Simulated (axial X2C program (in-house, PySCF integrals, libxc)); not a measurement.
## Which molecule has these constants?

All values come from calculations with an axial X2C code built on PySCF integrals, spin-free (one-electron X2C) or two-component (2c: spin–orbit coupling with atomic mean-field Coulomb and Gaunt terms, which also bring small scalar terms), in Dyall basis sets with cores contracted in-house; open shells are unrestricted.

A two-component PBE0 calculation in a Dyall 3-zeta basis gave Re = 3.376 Å, ωe = 181.5 cm⁻¹, De = 1.03 eV, Ω = 1/2.

Question: Which molecule is it?
A. NaO⁺
B. LiNa⁺
C. NaF⁺
D. NaN⁺
E. NaBe⁺

Answer: B. The others have NaO⁺ 2.490 Å and 193.5 cm⁻¹ (Ω = 1); NaN⁺ 2.651 Å and 142.3 cm⁻¹ (Ω = 3/2); NaF⁺ 2.452 Å and 153.2 cm⁻¹ (Ω = 3/2); NaBe⁺ 2.939 Å and 211.9 cm⁻¹ (Ω = 0).

Each entry is the lowest single determinant of a limited PBE0 search at one distance. De goes to single-determinant-based atoms at the same level (for ions the charge split of lowest energy) and is withheld (n/a) where an atom does not fit its ground term or J level. Main or longest-lived isotopes. One determinant is a doubtful description, or other states lie close, for NaO⁺, NaN⁺, NaF⁺; these need not be ground states, and all values refer to the states named. Some open-shell Ω = 0 determinants are out of reach, so the Ω given for NaO⁺ need not be the lowest component. With several unpaired electrons the Ω given is that of one determinant, not necessarily of the lowest component. Some light 2c atoms are not at their ground J level, so De misses part of their lowering (0.04 eV or less). The functionals have no current term, which raises determinants with orbital currents.
